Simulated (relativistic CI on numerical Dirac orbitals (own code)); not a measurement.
**Crystal-field levels of Sc²⁺, 3d**

Calculated by Dirac-Coulomb-Breit CI, KLI orbitals optimised for each configuration, model QED (radiative potential, 1s self-energy scaled to tabulated hydrogen-like ionisation energies), valence Slater integrals scaled by 0.85, one configuration in a parametric crystal field (own radial code).

Field parameters in Wybourne normalisation: D3d B²₀ = −7Dσ, B⁴₀ = −14Dq − 21Dτ, B⁴₃ = −14√(10/7) Dq; Oh B⁴₀ = 21Dq, B⁴₄ = √(5/14) B⁴₀. The field is a parameter set, without covalency.

S and J are read from ⟨S²⟩ = S(S + 1) and ⟨J²⟩ = J(J + 1) of each level; they are not fictitious spins.

D3d, 10Dq = 25050, Dσ = -970, Dτ = -420 cm⁻¹, the lowest 5 levels:

```
E (cm⁻¹)  Degeneracy  Irrep     S     J
     0.0           2  Γ5+Γ6  0.50  1.94
    67.6           2     Γ4  0.50  2.33
    5750           2     Γ4  0.50  2.15
   25365           2     Γ4  0.50  2.14
   25367           2  Γ5+Γ6  0.50  2.16
```

Principal g values of the ground doublet: 0.00, 0.00, 0.09.

Oh, 10Dq = 22750 cm⁻¹, the lowest 3 levels:

```json
{"E (cm⁻¹)": "0.0", "Degeneracy": "4", "Irrep": "Γ8", "S": "0.50", "J": "1.95"}
{"E (cm⁻¹)": "97.8", "Degeneracy": "2", "Irrep": "Γ7", "S": "0.50", "J": "2.50"}
{"E (cm⁻¹)": "22783", "Degeneracy": "4", "Irrep": "Γ8", "S": "0.50", "J": "2.15"}
```

D3d, 10Dq = 7500, Dσ = -20, Dτ = 420 cm⁻¹, the lowest 5 levels:

| E (cm⁻¹) | Degeneracy | Irrep | S | J |
| --- | --- | --- | --- | --- |
| 0.0 | 2 | Γ4 | 0.50 | 2.13 |
| 2573 | 2 | Γ5+Γ6 | 0.50 | 1.87 |
| 2660 | 2 | Γ4 | 0.50 | 2.39 |
| 11075 | 2 | Γ4 | 0.50 | 2.09 |
| 11097 | 2 | Γ5+Γ6 | 0.50 | 2.21 |

Principal g values of the ground doublet: 1.94, 1.94, 2.00.

The free-ion ground term has S = 1/2. Every field shown keeps that spin.

Levels of this model without a field, named by their leading LS term: 2D_3/2 0, 2D_5/2 163 cm⁻¹.
